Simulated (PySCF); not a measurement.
A structure optimised at B3LYP-D3(BJ)/def2-SVP, used in a PySCF frequency run:

```xyz
11

C     -1.4957     1.8140     0.8570
C     -0.8909     0.8468     0.4432
C     -0.1953    -0.3213    -0.0202
N     -0.9691    -1.4941    -0.1443
C      1.0894    -0.2309    -0.3488
C      2.3377    -0.1285    -0.7253
H     -2.0221     2.6784     1.2148
H     -1.6397    -1.6076     0.6116
H     -0.4087    -2.3326    -0.2668
H      2.6133     0.0859    -1.7675
H      3.1698    -0.2454    -0.0173
```

### Question
Write its SMILES and formula.

### Answer
C#CC(N)=C=C, C₅H₅N

### Question
What are its rotational constants (standard atomic weights)?

### Answer
5.8055, 2.6585, 1.8513 GHz
